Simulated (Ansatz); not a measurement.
Consider the hydrogenolysis of a C–B bond: `BOCBS` + H₂ → `BOC` + `BS`.

Gas-phase electronic energies from Ansatz, PBE0-D4/def2-TZVP geometries. CCSD(T)/CBS is the MP2 limit (def2-TZVPP, def2-QZVPP) plus CCSD(T) − MP2 in def2-TZVPP, frozen cores. This one scheme is used for every species. DFT in def2-TZVPP. One conformer a species, not always the lowest.

| level | ΔE (kJ/mol) |
| --- | --- |
| ωB97X-V | -19.0 |
| PBE | -18.4 |
| CCSD(T)/def2-TZVPP | -19.5 |
| MP2/CBS(def2) | -12.7 |

Task: What does CCSD(T)/CBS give? (Best estimate.)

Result: The calculation gave: -17.3 kJ/mol. The listed levels differ from it by -1.7, -1.1, -2.2, 4.6 kJ/mol.

Largest T1 diagnostic among the species: 0.015.

In def2-TZVPP, CCSD(T) changes the Hartree–Fock value by +26.1 kJ/mol (the triples alone add +5.0 kJ/mol) and MP2 by +30.7 kJ/mol. The D4 term adds +11.8 kJ/mol with B3LYP and +6.6 kJ/mol with PBE0; it sums over pairs of atoms, weighted by their polarisabilities, and B3LYP, whose exchange is more repulsive, gets the larger term.

B3LYP here is the variant with VWN-RPA as its local correlation; programs differ in this.
